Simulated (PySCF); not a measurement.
Species: benzoic acid, C7H6O2.
Bonds: O1–C2 (double), C2–O3, C2–C4, C4–C5 (aromatic), C5–C6 (aromatic), C6–C7 (aromatic), C7–C8 (aromatic), C8–C9 (aromatic), C4–C9 (aromatic). Hydrogens: H10 on O3; H11 on C5; H12 on C6; H13 on C7; H14 on C8; H15 on C9.

Torsions of this conformer, `[O:1]=[C:2]([OH:3])[c:4]1[cH:5][cH:6][cH:7][cH:8][cH:9]1`: O1–C2–C4–C5 0°, H–O3–C2–O1 0°.

The closed-shell ground state was solved at several levels (PySCF, density fitting, gas phase, non-relativistic). One conformer (not necessarily the lowest) at the GFN2-xTB geometry, without solvent, vibrations or thermal averaging.

```tsv
level	basis functions	total energy (Eh)	HOMO (eV)	LUMO (eV)	gap (eV)	dipole (D)
B3LYP/def2-SVPD	234	-420.5480	-7.50	-1.77	5.73	2.20
PBE0/pcSseg-1	183	-420.3057	-7.71	-1.48	6.23	2.04
```

(1) Estimate the row for B3LYP/pcJ-1, a basis of 303 functions; the other rows only guide the guess.

(2) Over all these levels, which gives the widest orbital gap and which the narrowest?

(3) How far do the dipole and the HOMO energy spread over the levels?

Results:

(1) Total energy -420.8449 Eh, HOMO -7.45 eV, LUMO -1.63 eV, gap 5.82 eV, dipole 2.02 D.

(2) PBE0/pcSseg-1 (global hybrid, 25 % exact exchange) has the widest, 6.23 eV, and B3LYP/def2-SVPD (global hybrid, 20 % exact exchange) the narrowest, 5.73 eV. Functional and basis both differ between the two, so the spread mixes both effects.

(3) The dipole runs from 2.02 to 2.20 D (mean 2.09 D) and the HOMO from -7.71 to -7.45 eV.
